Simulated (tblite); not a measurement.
Species: C5H11BCl2Ge.
Numbering: `[Cl:1][B:2]([Cl:3])[GeH2:4][CH:5]1[CH2:6][CH2:7][CH2:8][CH2:9]1` (hydrogens: H10, H11 on Ge4; H12 on C5; H13, H14 on C6; H15, H16 on C7; H17, H18 on C8; H19, H20 on C9)

Computed with GFN2-xTB (tblite), gas phase: L-BFGS steps from a force-field or distance-geometry start until the largest atomic force falls under 0.01 eV/Å.

Step 31: E = -779.2762 eV
```
atom  x, y, z in Å  |  force x, y, z in eV/Å
Cl1     4.3209   -0.4233   -1.1738   -0.002   0.019  -0.002
B2      3.3914    0.0768    0.1675   -0.002  -0.010   0.010
Cl3     3.8472    1.4987    0.9973    0.006   0.002  -0.006
Ge4     1.7347   -0.9521    0.7294    0.002  -0.031   0.010
C5      0.0610    0.0997    0.4991   -0.004  -0.016  -0.027
C6     -1.2201   -0.6859    0.7640   -0.011   0.002  -0.013
C7     -2.3138    0.1284    0.0623   -0.020   0.011   0.007
C8     -1.6030    0.9084   -1.0612   -0.023   0.015   0.001
C9     -0.1213    0.5322   -0.9544   -0.018   0.007  -0.016
H10     1.5516   -2.2031   -0.0849    0.026  -0.004   0.030
H11     1.8063   -1.4394    2.1500   -0.016   0.013  -0.003
H12     0.0814    0.9855    1.1413    0.004  -0.027  -0.019
H13    -1.4146   -0.8242    1.8268   -0.003   0.021  -0.012
H14    -1.1387   -1.6730    0.3041    0.002  -0.004  -0.003
H15    -2.7797    0.8181    0.7656    0.026   0.035   0.025
H16    -3.1013   -0.5146   -0.3281    0.020  -0.031  -0.015
H17    -2.0064    0.6623   -2.0427    0.008  -0.034  -0.002
H18    -1.7318    1.9812   -0.9194    0.009   0.020   0.040
H19     0.0916   -0.3177   -1.6088    0.003   0.006  -0.011
H20     0.5395    1.3528   -1.2371   -0.007   0.005   0.007
```

Step 32: E = -779.2767 eV
```
atom  x, y, z in Å  |  force x, y, z in eV/Å
Cl1     4.3191   -0.4226   -1.1739    0.000   0.020  -0.005
B2      3.3909    0.0779    0.1683    0.016  -0.002   0.008
Cl3     3.8490    1.4985    0.9988    0.007   0.005  -0.006
Ge4     1.7368   -0.9506    0.7297   -0.032  -0.063   0.030
C5      0.0605    0.0978    0.4964    0.001  -0.030  -0.026
C6     -1.2204   -0.6883    0.7624   -0.010   0.020  -0.034
C7     -2.3144    0.1293    0.0632    0.007   0.005  -0.003
C8     -1.6034    0.9096   -1.0612   -0.024   0.003   0.024
C9     -0.1219    0.5309   -0.9567   -0.034   0.000  -0.008
H10     1.5579   -2.2060   -0.0805    0.025   0.010   0.035
H11     1.8040   -1.4351    2.1531   -0.012   0.022  -0.023
H12     0.0795    0.9833    1.1385    0.007  -0.018  -0.013
H13    -1.4122   -0.8266    1.8254   -0.011   0.018  -0.004
H14    -1.1401   -1.6752    0.3018   -0.001   0.002  -0.004
H15    -2.7775    0.8189    0.7684    0.025   0.035   0.022
H16    -3.1037   -0.5114   -0.3275    0.021  -0.032  -0.012
H17    -2.0089    0.6656   -2.0420    0.007  -0.037  -0.009
H18    -1.7296    1.9825   -0.9175    0.008   0.019   0.040
H19     0.0903   -0.3189   -1.6114   -0.001   0.008  -0.014
H20     0.5391    1.3511   -1.2384    0.002   0.012   0.000
```

Task: Estimate the geometry and energy of step 33. (The exact step hangs on the optimiser's Hessian estimate; all steps are aligned on step 32, rigid shifts and turns removed.)

Result: E = -779.2774 eV, largest force 0.115 eV/Å
```
atom  x, y, z in Å  |  force x, y, z in eV/Å
Cl1     4.3165   -0.4210   -1.1742    0.001   0.020  -0.007
B2      3.3905    0.0791    0.1695    0.034   0.006   0.006
Cl3     3.8514    1.4984    1.0008    0.006   0.007  -0.006
Ge4     1.7391   -0.9497    0.7307   -0.066  -0.082   0.046
C5      0.0599    0.0944    0.4919    0.007  -0.040  -0.019
C6     -1.2210   -0.6914    0.7598   -0.007   0.038  -0.051
C7     -2.3154    0.1306    0.0645    0.039  -0.002  -0.016
C8     -1.6043    0.9114   -1.0609   -0.017  -0.011   0.045
C9     -0.1230    0.5292   -0.9602   -0.044  -0.007   0.005
H10     1.5678   -2.2106   -0.0735    0.021   0.018   0.035
H11     1.8001   -1.4288    2.1573   -0.007   0.029  -0.037
H12     0.0770    0.9795    1.1340    0.014  -0.006  -0.003
H13    -1.4088   -0.8288    1.8233   -0.019   0.011   0.002
H14    -1.1423   -1.6784    0.2988   -0.010   0.011  -0.005
H15    -2.7738    0.8205    0.7727    0.023   0.025   0.013
H16    -3.1065   -0.5074   -0.3269    0.020  -0.026  -0.002
H17    -2.0124    0.6695   -2.0409    0.002  -0.032  -0.012
H18    -1.7266    1.9846   -0.9141    0.003   0.011   0.034
H19     0.0885   -0.3201   -1.6158   -0.010   0.014  -0.018
H20     0.5383    1.3495   -1.2399    0.009   0.017  -0.009
```

The energy changes by -0.0007 eV. The first-order estimate −F·Δx gives -0.0010 eV and the mean of the old and new forces, exact on a quadratic surface, -0.0007 eV. The step makes an angle of 75° with the force vector and moves no atom by more than 0.013 Å.

The cost below is that of the whole relaxation. On one thread, Arm Neoverse N1 (aarch64), shared host with 64 logical CPUs at a one-minute load of 59, this took 1.1 s of wall time.
